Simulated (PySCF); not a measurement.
## Shapes and spin states of MoO₂²⁺

All numbers come from PySCF, PBE0, basis Mo def2-TZVP with ECP28, O def2-TZVP (scalar-relativistic core potentials, no spin–orbit coupling, density fitting).

Relaxations began from a few typed shapes and spin states; open shells are unrestricted. The search is not exhaustive: other isomers or separated fragments can lie lower, and high-lying points may rest on an excited occupation.

```
                                                 spin  group                           bonds                           angles  imaginary modes (cm⁻¹)  ΔE (kJ/mol)  ΔE with ZPE (kJ/mol)
                                              singlet    C2v               Mo–O 1.605 Å (×2)                    O–Mo–O 101.3°                    none          0.0                   0.0
                   broken-symmetry Ms = 1 (⟨S²⟩ 3.50)    C∞v       Mo–O 1.912 Å, O–O 1.187 Å                    Mo–O–O 180.0°                    none        213.5                 211.2
                   broken-symmetry Ms = 0 (⟨S²⟩ 1.00)    C∞v       Mo–O 1.724 Å, O–O 1.177 Å                    Mo–O–O 180.0°                    none        352.4                 354.0
singlet (closed shell, unstable to spin polarisation)    C2v  Mo–O 1.765 Å (×2), O–O 1.406 Å  Mo–O–O 66.5° (×2), O–Mo–O 47.0°                    none        362.6                 361.1
singlet (closed shell, unstable to spin polarisation)    C∞v       Mo–O 1.724 Å, O–O 1.176 Å                    Mo–O–O 180.0°                    none        426.8                 428.3
                                              singlet    D∞h               Mo–O 1.684 Å (×2)                    O–Mo–O 180.0°              442i, 442i        575.8                     –
```

The lowest minimum found is the singlet C2v: Mo–O 1.605 Å (×2); O–Mo–O 101.3°.

Formally Mo is in oxidation state +6, d0. A d0 centre has no lone pair, yet it is C2v rather than linear: covalent bonding through the d orbitals favours lower symmetry. The polar-tensor charge on Mo, 2.33, is far below the formal one.

The electron or spin density has lower symmetry than the nuclear frame for the broken-symmetry Ms = 0 (⟨S²⟩ 1.00) C∞v at 352.4 kJ/mol, singlet D∞h at 575.8 kJ/mol.
